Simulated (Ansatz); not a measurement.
Breaking the Mg1–H2 bond in MgH (multiplicity 2 held). Energies count from the point at 1.743 Å.


Active spaces are followed from rest. Full CI gives the lowest state of the spin. Levels need not reach the same state.

Frozen-core correlation.

Run with Ansatz (a quantum-chemistry and plane-wave program) with Gaussian orbitals. Each number belongs to the level named beside it.

**Question.** Estimate the energy at R = 6.971 Å that FCI/def2-SVP returns for this input.

**Answer.** 28.3 kcal/mol

**Question.** Give the energy at R = 6.971 Å at the level FIC-MRCISD+Q on CASSCF(3,5)/def2-SVP.

**Answer.** 28.0 kcal/mol

**Question.** Give the energy at R = 6.971 Å at the level FIC-NEVPT4(SD) on CASSCF(3,5)/def2-SVP.

**Answer.** 27.3 kcal/mol
